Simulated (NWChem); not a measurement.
# CHO$_{2}$, doublet; SMILES O=[C]O

All runs: NWChem. Spin-unrestricted. In the optimisation the excess spin sits in a' (Cs, its own frame). No stability test was run on the SCF state. Each level has its own optimisation; frequencies are unscaled. Brackets give each atom's bonded neighbours. One conformer.

| level | r C–O [C(OO)–O(C)] (Å) | r C–O [C(OO)–O(CH)] (Å) | r H–O (Å) | highest harmonic frequency (cm⁻¹) | lowest (cm⁻¹) | zero-point energy (kcal/mol) |
|---|---|---|---|---|---|---|
| LDA (Slater exchange, VWN5)/def2-SVP | 1.189 | 1.305 | 0.997 | 3370 | 581 | 12.7 |
| CAM-B3LYP/def2-SVP | 1.180 | 1.315 | 0.979 | 3647 | 622 | 13.4 |
| UHF/3-21G | 1.184 | 1.335 | 0.975 | 3755 | 569 | 13.5 |
| PBE-D3(BJ)/def2-SVP | 1.197 | 1.325 | 0.993 | 3396 | 580 | 12.5 |
